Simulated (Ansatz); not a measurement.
A nudged elastic band was laid between two geometries of ClF$_{4}$H$_{2}$STa (9 atoms, charge 0, multiplicity 1).

All numbers below come from RKS B3LYP/def2-SVP (Ansatz 0.2.0).

* movable images: 7
* climbing image: yes
* spring: 5.0 eV/Å²
* optimiser: quadratic models (default)
* start path: through a guess of the saddle point
* force threshold: 0.03 eV/Å
* iteration limit: 60
* end points: relaxed

Image 0:

```xyz
9
Properties=species:S:1:pos:R:3
Ta -0.007 0.056 0.137
Cl 2.293 0.571 0.016
F 0.031 0.434 1.986
F 0.192 -1.008 -1.415
F -0.685 1.637 -0.564
F -1.661 -0.817 0.417
S 0.836 -2.458 1.286
H 0.935 -3.134 0.116
H 2.167 -2.218 1.344
```

Image 8:

```xyz
9
Properties=species:S:1:pos:R:3
Ta -0.425 -0.090 0.223
Cl 3.593 -1.192 -0.164
F 0.243 0.987 1.619
F 0.653 0.754 -1.043
F -2.182 0.473 0.481
F -0.936 -1.422 -1.017
S 0.337 -1.890 1.644
H -0.009 -2.898 0.807
H 2.827 -1.658 0.773
```

Q: Which bonds break or form, and what moves?

A: Bonds broken: Ta1–Cl2, S7–H9. Bonds formed: Cl2–H9. ClF4H2STa becomes ClH + F4HSTa.

Q: What energy profile does the band end with?

A: The forces met the threshold. The highest image is number 6 of 0 to 8, 0.94 eV above the first end and 0.11 eV above the last; the last end lies 0.82 eV above the first. The profile has 2 maxima (images 2, 6) with wells between them (image 5): this band takes more than one step, which may be the mechanism or a detour left from its start path. A vibrational analysis at the climbing image gives one clearly imaginary mode, 395i cm⁻¹: a first-order saddle point. The orbitals stay closed-shell, which can raise the energy where a bond breaks towards radicals; this wasn't checked here.

```
image  path coordinate (Å)  energy (eV)  Ta1–Cl2 (Å)  S7–H9 (Å)  Cl2–H9 (Å)
    0                 0.00         0.00         2.36       1.35        3.09
    1                 1.17         0.18         2.35       1.35        3.07
    2                 2.33         0.43         2.36       1.35        3.08
    3                 3.50         0.37         2.37       1.35        3.12
    4                 4.66         0.07         2.36       1.35        3.27
    5                 5.83         0.05         2.38       1.36        2.65
    6                 6.99         0.94         2.71       1.78        1.48
    7                 8.21         0.82         3.13       3.02        1.30
    8                 9.42         0.82         4.18       2.65        1.30
```

Q: What is the geometry of the highest image?

A: 
```xyz
9
Properties=species:S:1:pos:R:3
Ta 0.006 -0.130 0.101
Cl 2.573 -0.905 -0.260
F 0.688 0.940 1.492
F 0.492 0.994 -1.311
F -1.756 0.368 0.412
F -0.479 -1.607 -0.967
S 0.507 -1.949 1.863
H 0.117 -3.012 1.122
H 1.953 -1.636 0.872
```

The band took 23 iterations and roughly 40 core-minutes.

Run time: 12 min on 4 threads of Intel(R) Xeon(R) Platinum 8259CL CPU @ 2.50GHz (Skylake/Cascade Lake), on a shared host, peak memory 0.44 GiB.
